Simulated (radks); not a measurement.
The numbers below are computed, except where a source is named.
The zinc ion Zn+, configuration [Ar] 3d10 6p1 (not the ground configuration).

Level of theory: Dirac Kohn-Sham, PBE, spin-unpolarised, spherical densities, point nucleus; open shells fill j = l - 1/2 first (a radial shooting solver on a logarithmic mesh with Libxc functionals).

Energy parts (eV):
| part | energy |
|---|---|
| total | -48848.968 |
| kinetic | 49756.765 |
| electron-nucleus | -117349.268 |
| Hartree | 20680.657 |
| exchange-correlation | -1937.122 |

Orbitals (lengths in bohr, moments of r in powers of bohr; <r^-3> diverges for s and p1/2; r(90%) holds 90 % of the orbital's charge):
| orbital | occ. | eigenvalue (eV) | <r> | <r^2> | r(90%) | <r^-3> |
|---|---|---|---|---|---|---|
| 1s1/2 | 2 | -9541.362 | 0.05030 | 0.003405 | 0.0899 | - |
| 2s1/2 | 2 | -1175.597 | 0.2259 | 0.06030 | 0.350 | - |
| 2p1/2 | 2 | -1037.406 | 0.1959 | 0.04716 | 0.321 | - |
| 2p3/2 | 4 | -1013.529 | 0.1993 | 0.04869 | 0.326 | 769.6 |
| 3s1/2 | 2 | -147.2369 | 0.6815 | 0.5370 | 1.02 | - |
| 3p1/2 | 2 | -103.5022 | 0.7066 | 0.5901 | 1.09 | - |
| 3p3/2 | 4 | -100.4478 | 0.7174 | 0.6082 | 1.11 | 99.16 |
| 3d3/2 | 4 | -28.2420 | 0.8772 | 1.014 | 1.53 | 9.798 |
| 3d5/2 | 6 | -27.8792 | 0.8839 | 1.030 | 1.54 | 9.536 |
| 6p1/2 | 1 | -2.6719 | 12.11 | 163.4 | 16.7 | - |
| 6p3/2 | 0 | -2.6557 | 12.14 | 164.3 | 16.7 | 0.5403 |

The highest occupied level is 6p1/2 at -2.672 eV. The density falls to 0.001 e/bohr^3 at r = 2.90 bohr. Summed over all electrons, <r^2> = 178.8 bohr^2, which gives a Langevin (diamagnetic) susceptibility term of -142 x 10^-6 cm^3/mol.
